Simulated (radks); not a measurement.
Q: The table gives one normalised radial function P(r) = r R(r) of Au+ in [Xe] 4f14 5d10 (r in bohr). Method: scalar-relativistic Kohn-Sham, LDA (Slater exchange, Perdew-Wang correlation), spin-polarised, spherical densities, point nucleus; computed with a radial shooting solver on a logarithmic mesh with Libxc functionals.

r              P
0.003317   0.0172
0.005234   0.0356
0.008258   0.0713
0.01293    0.1322
0.02039    0.2203
0.03192    0.2926
0.05036    0.2337
0.07882   -0.0704
0.1244    -0.4069
0.1962    -0.1121
0.3071     0.5697
0.4845     0.1569
0.7584    -0.9481
1.197     -0.9804
1.873     -0.3464
2.955     -0.0415
4.662     -0.0011
7.297     0.0000

Which n and l does it have? It may be an empty orbital.

A: n = 5, l = 1: the number of nodes gives n - l - 1 = 3, the rise at small r (about r^(l+1), flatter next to the nucleus through relativity) gives l, and the extent must fit the shell. The curve is that of 5p. 5p: eigenvalue -68.673 eV, 3 radial nodes at r = 0.0727, 0.210, 0.515 bohr, <r> = 1.07 bohr, 90 % of the charge inside 1.56 bohr.
